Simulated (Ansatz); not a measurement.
A structure relaxed at PBE0-D4/def2-TZVP, charge 0, multiplicity 1:

```
atom   x (Å)   y (Å)   z (Å)
  F1   1.378  -1.250  -0.318
  B2   0.264  -1.236   0.374
 Cl3  -0.226  -2.628   1.289
  O4  -0.545  -0.135   0.401
  C5  -0.278   1.015  -0.269
  F6   0.868   1.557   0.131
  F7  -1.254   1.869  -0.029
  F8  -0.206   0.809  -1.580
```

**Question.** Give its formula and SMILES.

**Answer.** CBClF4O, `FB(Cl)OC(F)(F)F`.

**Question.** Point group (tolerance 0.08 Å, 0.16 Å for H)?

**Answer.** Cs.

**Question.** Summarise the bond lengths by kind.

**Answer.** 1 × B–F 1.312 Å; 1 × B–Cl 1.736 Å; 1 × B–O 1.366 Å; 1 × C–O 1.358 Å; 3 × C–F 1.319 to 1.329 Å.

All numbers were calculated with Ansatz.
